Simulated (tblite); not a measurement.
Species: C5H5ClO2Si.
Structure used (GFN2-xTB), in Å, numbered top down from 1:
```
atom  x, y, z in Å
O1     3.7230    0.2582    0.1160
C2     2.6392    0.7553    0.1261
Cl3    2.4587    2.5144    0.2547
C4     1.3692    0.0854    0.0412
C5     1.1124   -1.2705   -0.0690
C6    -0.2804   -1.3926   -0.1149
C7    -0.7962   -0.1161   -0.0313
Si8   -2.5507    0.5700   -0.0259
O9     0.2053    0.7668    0.0623
H10    1.8503   -2.0453   -0.1084
H11   -0.8483   -2.2964   -0.1985
H12   -2.6880    1.4696   -1.1694
H13   -2.7537    1.2841    1.2330
H14   -3.4414   -0.5833   -0.1381
```

Computed with GFN2-xTB (tblite): harmonic, unscaled wavenumbers at the GFN2-xTB geometry, gas phase. Against measured fundamentals such values can be off by several per cent, at times by over 20. Modes of hydrogen on silicon can be 10 to 20 % off. One conformer, not necessarily the lowest.

Harmonic wavenumbers (cm⁻¹): 28.4, 57.8, 88.1, 110.9, 192.7, 210.1, 327.2, 397.8, 452.6, 521.6, 540.4, 547.4, 578.3, 634.1, 665.8, 757.2, 771.7, 772.4, 786.2, 826.0, 857.3, 926.0, 989.3, 1042.3, 1131.3, 1204.5, 1275.7, 1377.1, 1425.2, 1514.6, 1784.8, 2288.9, 2291.0, 2294.2, 3182.7, 3192.8.

A = 2338, B = 693.1, C = 537.9 MHz; mass 159.975 u (most abundant isotopes); point group Cs, symmetry number 1.

Problem. Zero-point energy?

Solution. Half the sum of the wavenumbers: 18022 cm⁻¹ = 51.53 kcal/mol.

Problem. What is S at 298.15 K and 1 bar for an ideal gas of classical rigid rotors and harmonic oscillators?

Solution. Translation 41.14, rotation 30.29, vibration 29.41: S = 100.8 cal/(mol K).

Problem. And Cp and H(298.15 K) − H(0)?

Solution. Cp = 36.46 cal/(mol K), of which vibrations give 28.51 (their classical limit is 36 R = 71.5); H(298.15 K) − H(0) = 6.74 kcal/mol without the zero-point energy, 4.37 from vibrations.

Problem. Which modes carry the vibrational entropy at 298.15 K?

Solution. 28.4 cm⁻¹: 5.94; 57.8 cm⁻¹: 4.53; 88.1 cm⁻¹: 3.70; 110.9 cm⁻¹: 3.25; 192.7 cm⁻¹: 2.20; 210.1 cm⁻¹: 2.04 cal/(mol K); the other 30 give 7.74 together.

Problem. Blend soft modes into free rotors: weight 1/[1 + (100 cm⁻¹/ν̃)⁴] for the oscillator and the rest for a rotor with moment μB/(μ + B), μ = h/(8π²ν), B = 10⁻⁴⁴ kg m². What vibrational entropy results?

Solution. 25.94 cal/(mol K) in place of 29.41, which changes −T·S at 298.15 K by +1.04 kcal/mol.

Hindered rotation and anharmonicity are outside this model. Other conformers, if any are populated, would add a mixing term that is left out.

Hardware: one thread of an Arm Neoverse V1 (shared host). The figure is for the frequency step alone.
